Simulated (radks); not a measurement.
Q: Coherent X-ray form factor from a spherical all-electron density. Calculated with a radial shooting solver on a logarithmic mesh with Libxc functionals: Dirac Kohn-Sham, PBEsol, spin-unpolarised, spherical densities, finite nucleus; Fermi nuclear charge, rms radius of each element as measured or else 0.836 A^(1/3) + 0.57 fm.

| sin(theta)/lambda (1/angstrom) | f0 (electrons) |
|---|---|
| 0.05 | 28.801 |
| 0.1 | 28.224 |
| 0.15 | 27.324 |
| 0.2 | 26.176 |
| 0.25 | 24.859 |
| 0.3 | 23.445 |
| 0.4 | 20.541 |
| 0.5 | 17.759 |
| 0.6 | 15.255 |
| 0.8 | 11.331 |
| 1 | 8.814 |
| 1.25 | 7.051 |
| 1.5 | 6.072 |
| 2 | 4.768 |

The species is in the configuration that NIST lists as its ground one. Which atom or ion scatters so?

A: The selenium ion Se5+, [Ar] 3d10 4s1. Extrapolating in s^2 from the first two rows gives f0(0) = 29.0, near the electron count 29; among species with that count, the fall with angle is slower the higher Z, and the table is that of Z = 34; from so few rows the species is fixed only to a neighbour or two.
